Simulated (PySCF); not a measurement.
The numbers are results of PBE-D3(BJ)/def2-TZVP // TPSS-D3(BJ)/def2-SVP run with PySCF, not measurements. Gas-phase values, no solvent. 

Reference species: [Ti(F)3] (neutral, multiplicity 2).

| Quantity | Value |
|---|---|
| mean distance from the central atom to its bonded neighbours | 1.763 Å |
| charge on the central atom (Mulliken) | 1.25 e |

Changed species: [Zr(F)3] (M = Zr, multiplicity 2; the reference has M = Ti, multiplicity 2).

**Question.** Give the shifts of the mean distance from the central atom to its bonded neighbours and charge on the central atom (Mulliken).

**Answer.** the mean distance from the central atom to its bonded neighbours increases by 0.151 Å, to 1.914 Å; the charge on the central atom (Mulliken) stays essentially unchanged.
